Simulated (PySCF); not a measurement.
Lu⁵³⁺ (lutetium, charge +53) across methods

[Ar], closed-shell 1S. Calculation: PySCF 2.14, in an even-tempered Gaussian basis (19 s from 13 bohr⁻², ratio 2.2; 12 p from 17 bohr⁻², ratio 2.2; 5 d from 71 bohr⁻², ratio 2.4; 4 f from 110 bohr⁻², ratio 2.4; 4 g from 160 bohr⁻², ratio 2.4); no relativity, point nucleus.

```tsv
method	E (hartree)	mean ε 2p (eV)	mean ε 3s (eV)	mean ε 3p (eV)	Σ⟨r²⟩ (bohr²)	⟨S²⟩
PBE	-11102.17	-12718.3	-5194.7	-5047.7	0.4467	0.000
MN15	-11106.30	-12716.2	-5182.8	-5058.7	0.4456	0.000
r2SCAN	-11102.69	-12740.5	-5205.3	-5052.5	0.4470	0.000
LDA	-11094.31	-12714.6	-5190.8	-5045.8	0.4470	0.000
UHF	-11101.82043	-12886.2	-5275.0	-5102.5	0.4471	0.000
BP86	-11103.55	-12719.8	-5195.4	-5048.5	0.4466	0.000
```

Q: Estimate the same row for PBE0.

A: E (hartree) = -11102.30; mean ε 2p (eV) = -12760.7; mean ε 3s (eV) = -5215.3; mean ε 3p (eV) = -5062.0; Σ⟨r²⟩ (bohr²) = 0.4468; ⟨S²⟩ = 0.000.

A non-relativistic calculation at this Z misses sizeable relativistic shifts. Spin-orbit coupling, which splits the p, d and f shells strongly at this Z, is absent.
